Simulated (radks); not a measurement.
The numbers below are computed, except where a source is named.
Be2+, 2 electrons, occupied as [He].

Code: a radial shooting solver on a logarithmic mesh with Libxc functionals. Model: non-relativistic Kohn-Sham, LDA (Slater exchange, Perdew-Wang correlation), spin-polarised, spherical densities, point nucleus.

Energy parts (Ry):
part                     energy
total                 -26.88782
kinetic                26.68842
electron-nucleus      -58.39826
Hartree                 8.98420
exchange-correlation   -4.16217

Orbitals (lengths in bohr, moments of r in powers of bohr; <r^-3> diverges for s and p1/2; r(90%) holds 90 % of the orbital's charge):
orbital  occ.  eigenvalue (Ry)  <r^-3>     <r>  r(90%)  <1/r>
1s          2         -9.61227       -  0.4208   0.758  3.650

The highest occupied level is 1s at -130.78 eV. Virial ratio -V/T = 2.00747. The density falls to 0.001 e/bohr^3 at r = 1.48 bohr. For comparison, the ionisation energy in NIST's Atomic Spectra Database is 153.90 eV (theoretical). In exact Kohn-Sham theory the highest level is minus the ionisation energy, but local and semilocal functionals leave it too shallow, through self-interaction and a potential that decays too fast; potentials with the right tail come closer. The electron density at the nucleus is 33.86 e/bohr^3. Summed over all electrons, <r^2> = 0.4810 bohr^2, which gives a Langevin (diamagnetic) susceptibility term of -0.381 x 10^-6 cm^3/mol.
